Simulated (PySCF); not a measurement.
SMILES OB(O)/C=C\c1ccco1 at its GFN2-xTB optimised geometry (Å):

```
17

O     -2.2006     0.5279    -0.0032
B     -1.5958     1.7405    -0.0038
O     -2.3909     2.8399    -0.0066
C     -0.0494     2.0516    -0.0015
C      1.0444     1.2733    -0.0002
C      1.1679    -0.1605    -0.0001
C      2.3263    -0.9038     0.0000
C      1.9403    -2.2611     0.0000
C      0.5798    -2.2611     0.0000
O      0.1034    -1.0030     0.0000
H     -1.6088    -0.2264    -0.0019
H     -3.3263     2.6335    -0.0082
H      0.1498     3.1169    -0.0013
H      2.0216     1.7446     0.0009
H      3.3263    -0.5208    -0.0001
H      2.5835    -3.1169     0.0001
H     -0.1405    -3.0551     0.0001
```

Calculation: PySCF 2.14.0 with B3LYP/def2-SVP. Cells within 0.4 Å of a nucleus heavier than hydrogen are left out (blank, or x).

Map of the electron localisation function on the plane z = 0.0 Å:

```
|0000000000000000000000000|
|0000000000000000000000000|
|0000000100002200000000000|
|0000004650059970000000000|
|0000127881089990000000000|
|0006777x81099980000000000|
|002899xx71279940277100000|
|001899787284x534999700000|
|00013213xx96x868999700000|
|00000015107768xx999100000|
|0000268x851124x4530000000|
|0000589xx6000698300376000|
|00004787991113xx647999600|
|00001336981878xx939999800|
|000000025059xx555x3999600|
|000000000057x821765553000|
|0000000000016346386100000|
|0000000000056xx8xx6200000|
|0000000003999657499930000|
|0000000007999922799980000|
|0000000005999700599980000|
|0000000000798200189930000|
|0000000000011000013100000|
|0000000000000000000000000|
|0000000000000000000000000|
```
Scale: ten equal steps from 0.000 (start of '0') to 1.000 (end of '9'), in the order '0123456789'; x runs from -5.50 to 5.50, y from -5.50 (bottom) to 5.50 (top).
